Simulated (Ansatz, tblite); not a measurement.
Forces on Te2Au3 at its PBE-D4/def2-SVP geometry. Total charge 0; doublet.

In the def2 sets Au, Te take a core potential; there is no spin–orbit coupling. The xTB rows come from tblite. No other spin state of charge 0 was run. Another isomer (doublet) lies 0.82 eV lower at PBE0-D4/def2-TZVP; other spin states weren't run for this one.

GFN1-xTB (tblite), largest force 1.13 eV/Å:

```xyz
5
positions Å, forces eV/Å
Au    1.191   -1.194    0.468   -0.299    0.480   -0.253
Au    2.105    1.419   -0.438   -0.635   -0.432    0.419
Au   -1.169   -1.951   -0.718    0.147    0.445    0.194
Te   -2.134    0.493   -0.441    1.020   -0.115    0.482
Te    0.007    1.234    1.129   -0.232   -0.378   -0.842
```

GFN2-xTB (tblite), largest force 1.11 eV/Å:

```
Au -0.157 -0.750 -0.273
Au -0.143 0.017 -0.050
Au 0.822 -0.745 0.080
Te -0.165 1.012 0.191
Te -0.357 0.467 0.051
```

PBE-D4/def2-TZVP (Ansatz), largest force 0.49 eV/Å:

```
Au -0.205 0.300 -0.050
Au -0.301 -0.138 0.241
Au 0.012 0.331 0.099
Te 0.249 -0.254 0.062
Te 0.246 -0.239 -0.352
```
